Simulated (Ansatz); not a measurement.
Species: C₃H₉Ge, charge 0, multiplicity 2. It need not be the lowest isomer of its formula. SMILES: [CH2][GeH]([CH3])[CH3]
Coordinates optimised at B3LYP-D3(BJ)/def2-TZVP (Ansatz, a first-principles code):
```xyz
13

C      1.7644    -0.2080    -0.6727
Ge     0.0895     0.0467     0.2605
C     -0.8971     1.5801    -0.4958
C     -1.0092    -1.5772     0.0980
H      2.6758     0.3051    -0.3893
H      1.8469    -0.8550    -1.5389
H      0.3921     0.3411     1.7489
H     -1.1232     1.3961    -1.5462
H     -1.8329     1.7247     0.0452
H     -0.3041     2.4911    -0.4211
H     -0.5003    -2.4327     0.5409
H     -1.9662    -1.4408     0.6020
H     -1.2001    -1.7924    -0.9542
```
Charge 0, spin multiplicity 2.

Wanted: atomisation energy (electronic, to ground-state atoms), in kJ/mol. Correlated levels leave the core frozen unless marked. Open shells are spin-unrestricted. No spin-orbit coupling. Frozen are the shells of the preceding noble gas and the d and f shells that filled before the atom's block. No relativistic terms. The coupled-cluster limit lacks core correlation, which all-electron functionals hold. CBS marks a two-point X^-3 extrapolation of the correlation energy; Hartree-Fock from the larger set.

```csv
level,program,atomisation energy (kJ/mol)
HF/6-31G,Ansatz,3372.3
HF/cc-pVTZ,Ansatz,3480.5
SVWN5/def2-TZVPD,Ansatz,5118.6
r2SCAN/def2-TZVPD,Ansatz,4582.4
r2SCAN0-D4/def2-TZVPD,Ansatz + dftd4,4556.2
MP2/cc-pVDZ,Ansatz,4238.5
```

Task: Estimate the value at CCSD(T)/CBS(cc-pVTZ,cc-pVQZ) as computed with Ansatz.

Result: 4558.8 kJ/mol
